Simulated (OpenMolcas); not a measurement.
Computed levels of 4d³ in ions with 39 electrons, in cm-1 above ⁴F_3/2.

| Quantity | Value |
| --- | --- |
| Program | OpenMolcas 26.06 |
| Method | MS-RASPT2, IPEA 0.25 Eh, imaginary shift 0.1 Eh |
| Basis | ANO-R2 |
| Scalar Hamiltonian | X2C, finite nucleus |
| Spin-orbit coupling | RASSI with atomic mean-field integrals over the reference wave functions, term energies averaged over their components |

Active space for each ion: 9 electrons in 8 orbitals (RAS1 4p, at most 2 holes; RAS2 4d); closed shells correlated by CASPT2: 4s.

| Level | Nb2+ | Mo3+ | Tc4+ | Rh6+ | Pd7+ |
| --- | --- | --- | --- | --- | --- |
| ⁴F_5/2 | 547 | 815 | 1105 | 1914 | 2520 |
| ⁴F_7/2 | 1247 | 1838 | 2470 | 4170 | 5380 |
| ⁴F_9/2 | 2050 | 2990 | 3970 | 6530 | 8280 |
| ⁴P_3/2 | 8630 | 10520 | 12130 | 14960 | 16260 |
| ⁴P_1/2 | 8780 | 10570 | 12180 | 15220 | 16760 |
| ²G_7/2 | 9640 | 11960 | 14130 | 18230 | 20370 |
| ⁴P_5/2 | 9920 | 11930 | 13940 | 18120 | 20500 |
| ²G_9/2 | 10220 | 12700 | 14990 | 19310 | 21520 |
| ²P_1/2 | 10400 | 14300 | 17550 | 23210 | 26110 |

Q: Estimate ⁴F_9/2, ⁴P_3/2, ⁴P_1/2 for Ru5+ from its neighbours Tc4+ and Rh6+.

A: ⁴F_9/2 is fine structure, which grows about as the fourth power of a screened charge, so the fourth roots are averaged: ((3970^0.25 + 6530^0.25) / 2)^4 = 5131. The calculation gives 5170, so the estimate is off by -0.8 %.
⁴P_3/2 is another term, which grows about linearly with the charge: (12130 + 14960) / 2 = 13545. The calculation gives 13600, so the estimate is off by -0.4 %.
⁴P_1/2 is another term, which grows about linearly with the charge: (12180 + 15220) / 2 = 13700. The calculation gives 13720, so the estimate is off by -0.1 %.

Mixed levels, with the weight of the term that names them: Nb2+ ⁴P_3/2 (63 %), Nb2+ ⁴P_1/2 (74 %), Nb2+ ²P_1/2 (74 %), Ru5+ ²G_9/2 (71 %), Rh6+ ²G_9/2 (65 %), Pd7+ ⁴P_3/2 (73 %), Pd7+ ²G_9/2 (57 %).

CASPT2 breaks the degeneracy within a term, and the mean is taken; among the terms shown or strongly mixed into the levels shown the widest spread is 1700 cm-1 (4d³ ⁴F, Tc4+). Active for correlation alone: 4p; no level in the range computed is led by a configuration that opens it, so any true level of that kind is missing. Levels of configurations outside the active space are missing.
